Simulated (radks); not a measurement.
The numbers below are computed, except where a source is named.
Problem. All-electron atom: Rh2+ in [Kr] 4d7 (the NIST ground configuration). Level of theory: scalar-relativistic Kohn-Sham, AM05, spin-polarised, spherical densities, finite nucleus; open shells are filled with parallel spins first (spin-orbit coupling, left out, can overturn this in heavy ions); Fermi nuclear charge, rms radius 4.4945 fm (a radial shooting solver on a logarithmic mesh with Libxc functionals). Some entries of the table are withheld. Estimate them.

| orbital | occ. | eigenvalue (hartree) | <r^2> (bohr^2) |
|---|---|---|---|
| 1s up | 1 | -846.3746 | 0.001440 |
| 1s down | 1 | -846.3745 | 0.001440 |
| 2s up | 1 | -123.3998 | 0.02378 |
| 2s down | 1 | -123.3823 | 0.02378 |
| 2p up | 3 | -110.7196 | 0.01871 |
| 2p down | 3 | -110.7060 | 0.01871 |
| 3s up | 1 | -22.66967 | 0.1752 |
| 3s down | 1 | -22.65851 | 0.1751 |
| 3p up | 3 | -18.50291 | 0.1776 |
| 3p down | 3 | -18.49044 | 0.1775 |
| 3d up | 5 | -11.83018 | 0.1642 |
| 3d down | 5 | -11.81259 | 0.1640 |
| 4s up | 1 | -3.82715 | 1.085 |
| 4s down | 1 | -3.75223 | 1.081 |
| 4p up | 3 | -2.64752 | 1.325 |
| 4p down | 3 | -2.56960 | 1.321 |
| 4d up | 5 | -0.97839 | 2.457 |
| 4d down | 2 | -0.90088 | 2.534 |
| 5s up | 0 | (1) | 7.729 |
| 5s down | 0 | (2) | 8.213 |
| 5p up | 0 | -0.50962 | 11.37 |
| 5p down | 0 | -0.48414 | 12.22 |

Solution. 
(1) 5s up eigenvalue (hartree): -0.73548
(2) 5s down eigenvalue (hartree): -0.69480
